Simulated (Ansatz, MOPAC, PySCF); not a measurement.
Species: C4H7S (charge +1, singlet). SMILES: C1=CC[SH+]C1
Geometry from a B3LYP-D3(BJ)/def2-TZVP (Ansatz, a first-principles code) optimisation:
```
C
C 1 1.3236
H 1 1.0820 2 123.94
H 2 1.0820 1 123.94 3 0.00
C 2 1.5002 4 118.53 1 -177.33
H 5 1.0898 2 115.25 4 -55.44
H 5 1.0918 6 108.55 2 -128.74
C 1 1.5002 3 118.53 2 177.33
H 8 1.0898 1 115.25 3 55.44
H 8 1.0918 9 108.55 1 128.74
S 5 1.8463 6 107.69 7 -115.19
H 11 1.3497 5 97.08 6 -37.24
```
Charge +1, spin multiplicity 1.

Unscaled harmonic wavenumbers (cm⁻¹) in rising order, each level at the stationary point that it reaches from this structure (no distance between atoms moves by over 0.3 Å); the order of modes can differ between levels, and a negative number is imaginary. B3LYP-D3(BJ)/def2-TZVP (PySCF, at the structure above): 141, 379, 492, 589, 637, 698, 756, 800, 853, 950, 965, 966, 979, 1023, 1150, 1169, 1170, 1270, 1299, 1355, 1463, 1469, 1704, 2631, 3068, 3068, 3119, 3121, 3197, 3213.

AM1 (MOPAC): 149, 362, 508, 589, 632, 708, 787, 799, 831, 931, 1014, 1026, 1054, 1062, 1125, 1132, 1150, 1233, 1279, 1336, 1379, 1382, 1827, 1896, 2988, 2991, 3074, 3078, 3168, 3182. Zero-point energy 61.0 against 62.5 kcal/mol; where all levels lie over 400 cm⁻¹, the wavenumbers are on average 0.990 times those of B3LYP-D3(BJ)/def2-TZVP.

HF/3-21G (Ansatz): 138, 414, 506, 547, 651, 761, 820, 887, 906, 969, 1007, 1053, 1088, 1152, 1287, 1295, 1296, 1394, 1421, 1492, 1599, 1604, 1855, 2636, 3278, 3278, 3348, 3350, 3380, 3402. Zero-point energy 66.9 against 62.5 kcal/mol; where all levels lie over 400 cm⁻¹, the wavenumbers are on average 1.072 times those of B3LYP-D3(BJ)/def2-TZVP.

HF/6-31G* (Ansatz): 135, 412, 532, 650, 706, 764, 832, 879, 925, 1010, 1040, 1080, 1086, 1141, 1255, 1288, 1294, 1415, 1447, 1482, 1609, 1616, 1873, 2916, 3274, 3274, 3333, 3335, 3402, 3421. Zero-point energy 67.8 against 62.5 kcal/mol; where all levels lie over 400 cm⁻¹, the wavenumbers are on average 1.092 times those of B3LYP-D3(BJ)/def2-TZVP.

B3LYP/6-31G* (Ansatz): 136, 376, 488, 576, 635, 695, 755, 802, 855, 952, 957, 973, 990, 1027, 1155, 1178, 1178, 1290, 1319, 1357, 1491, 1497, 1722, 2662, 3092, 3092, 3145, 3147, 3221, 3237. Zero-point energy 62.9 against 62.5 kcal/mol; where all levels lie over 400 cm⁻¹, the wavenumbers are on average 1.005 times those of B3LYP-D3(BJ)/def2-TZVP.
